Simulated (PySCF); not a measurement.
CH7NSn. Atoms are numbered in the order given.

```xyz
10

Sn     0.5969     0.0107     0.1179
N     -1.2524    -0.3333    -0.7477
C     -2.4361     0.2452    -0.1267
H      1.7253    -0.8864    -0.8319
H      0.8458     1.7149    -0.0102
H      0.6933    -0.4658     1.7922
H     -1.3871    -1.3338    -0.9377
H     -2.7196    -0.1620     0.8774
H     -3.3220     0.1176    -0.7887
H     -2.2994     1.3408     0.0003
```

Coordinates come from a PBE-D3(BJ)/def2-SVP optimisation. The def2 effective core potentials stand for the cores of Sn; spin–orbit coupling is left out.

These are PBE-D3(BJ)/def2-SVP run with PySCF values and carry that method's errors.

Frequencies are harmonic and unscaled.

Computed harmonic wavenumbers and intensities:
```tsv
mode	ν (cm⁻¹)	IR (km/mol)	Raman (Å⁴/amu)	depolarisation	moving atoms (share of kinetic energy)
1	100	0.4	1.1	0.74	H 78 %, N 15 %
2	168	1.9	1.3	0.56	H 69 %, C 15 %, N 14 %
3	201	0.2	0.9	0.40	H 60 %, C 23 %, N 13 %
4	455	27.5	22.6	0.43	H 54 %, N 24 %, C 12 %, Sn 10 %
5	470	35.2	18.6	0.70	H 93 %
6	480	108.9	18.3	0.34	H 60 %, N 36 %
7	625	73.2	3.9	0.50	H 73 %, N 22 %
8	661	74.3	20.1	0.74	H 97 %
9	679	105.0	29.8	0.75	H 98 %
10	698	78.8	35.9	0.73	H 98 %
11	1043	2.1	2.6	0.70	H 82 %, C 14 %
12	1094	32.5	10.1	0.25	H 43 %, N 29 %, C 28 %
13	1097	41.8	5.0	0.71	H 45 %, C 29 %, N 26 %
14	1317	4.4	4.8	0.16	H 77 %, N 12 %, C 11 %
15	1391	11.5	15.7	0.68	H 89 %, C 11 %
16	1417	24.4	25.5	0.67	H 93 %
17	1439	2.4	23.6	0.71	H 97 %
18	1792	193.6	243.9	0.16	H 99 %
19	1859	108.3	224.3	0.12	H 99 %
20	1874	174.2	116.4	0.72	H 99 %
21	2871	122.1	179.7	0.15	H 95 %
22	2965	43.7	209.7	0.35	H 92 %
23	3018	21.1	90.7	0.74	H 91 %, C 9 %
24	3454	3.5	114.0	0.22	H 93 %
```
